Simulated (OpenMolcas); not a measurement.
## 4s² 4p along the 31-electron sequence

```yaml
Program: OpenMolcas 26.06
Method: SS-CASPT2, IPEA 0.25 Eh, imaginary shift 0.1 Eh
Basis: ANO-RCC-VQZP
Scalar_Hamiltonian: DKH2, point nucleus
Spin-orbit_coupling: state interaction with AMFI integrals over the reference wave functions, term energies averaged over their components
```

Active space for each ion: 3 electrons in 8 orbitals (4s 4p 5s 5p); closed shells correlated by CASPT2: 3d.

Computed levels in cm-1 above ²P°_1/2:

```csv
Level,Ga,As2+,Se3+,Br4+,Kr5+
²P°_3/2,630,2570,3740,5310,7190
weight of ²P° in the lowest level (%),100,100,100,100,100
```

Measured, with the error of the calculation in %. Measured levels: Ga from NIST Handbook of Basic Atomic Spectroscopic Data; As2+, Se3+, Br4+ from Moore, Atomic Energy Levels, vol. II, NSRDS-NBS 35 (1971 reprint of NBS Circular 467, 1952); Kr5+ from Saloman, J. Phys. Chem. Ref. Data 36, 215 (2007).

```csv
Level,Ga,As2+,Se3+,Br4+,Kr5+
²P°_3/2,826 (-23.8),2940 (-12.5),4376 (-14.5),6090 (-12.8),8110 (-11.4)
```

The fine-structure level ²P°_3/2 changes by a factor of 11.4 from Ga to Kr5+. Its fourth root runs 5.01, 7.12, 7.82, 8.54, 9.21, with steps per unit of Z of 1.06, 0.70, 0.72, 0.67; equal steps would mean a (Z - σ)^4 law with constant σ.

Over all roots computed the reference weight is 0.87 to 0.98 in As2+, 0.89 to 0.98 in Se3+, 0.90 to 0.99 in Br4+, 0.90 to 0.99 in Kr5+; the roots of lowest weight are the least certain, and an intruder state may touch them. Some high roots are left out of the spin-orbit mixing, which shifts the levels that they would mix with (holds for Ga). Active for correlation alone: 5p 5s; no level in the range computed is led by a configuration that fills them, so any true level of that kind is missing (holds for Ga; Se3+; Br4+; Kr5+). The run also gave levels led by 4s² 5p, which use shells meant for correlation; these and all levels above them are left out (holds for As2+). Measured partners are found by configuration, term and J. A level has none where our copy of the source lacks it or the pairing is in doubt (some pairs that miss far off the trend of their configuration count as doubtful), and it then counts in no deviation. Levels of configurations outside the active space are missing.

° marks odd parity.
